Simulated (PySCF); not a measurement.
Start geometry of [Cu(CF3)2]-, `F[C](F)(F)[Cu-][C](F)(F)F` from GFN2-xTB (Å):
```
atom  x, y, z in Å
Cu1    0.0633   -0.0780    0.0130
C2    -0.0205   -0.0281    2.0274
F3    -1.0553    0.7302    2.6315
F4     1.2438    0.4646    2.6532
F5    -0.1758   -1.2734    2.6143
C6    -0.0062    0.0303   -2.0411
F7    -1.0682   -0.5663   -2.6584
F8     1.1040   -0.6278   -2.6762
F9     0.0476    1.2791   -2.5895
```

Question: What comes out of this run: PBE0-D3(BJ)/def2-SVP geometry optimisation, gas phase (PySCF)?

Answer: 
```
atom  x, y, z in Å
Cu1    0.0191   -0.0082   -0.0028
C2    -0.0243   -0.2134    1.9513
F3    -1.0488    0.4505    2.5857
F4     1.0944    0.2338    2.6176
F5    -0.1616   -1.5037    2.4112
C6     0.0565    0.1973   -1.9570
F7    -1.0112   -0.3572   -2.6253
F8     1.1413   -0.3631   -2.5902
F9     0.0673    1.4946   -2.4160
```

The energy falls by 8.8 kcal/mol over 14 energy and gradient evaluations, the largest force component goes from 0.0501 to 3.2e-04 Eh/bohr, and the atoms move by 0.092 Å rms after alignment. The bond that changes most is C2–F4 (ends: carbon bonded to Cu and 3 F; fluorine bonded to C), which shortens by 0.118 Å. Bonds longer at the end by more than 0.005 Å: 2 of 8; shorter: 6. Among the angles that change most is C2–Cu1–C6, from 173.8° to 179.8°. Rotational constants go from 2717, 514.5, 511.3 to 2868, 546.3, 546.2 MHz. The orientation of the end geometry is arbitrary; only internal coordinates are fixed.

The run used 143 basis functions and 94 SCF cycles in all. Hardware: an Arm Neoverse N1 with one thread (shared host). Cost: 4.4 min of wall time, 0.56 GiB resident at most.

Not checked by PBE0-D3(BJ)/def2-SVP frequencies.
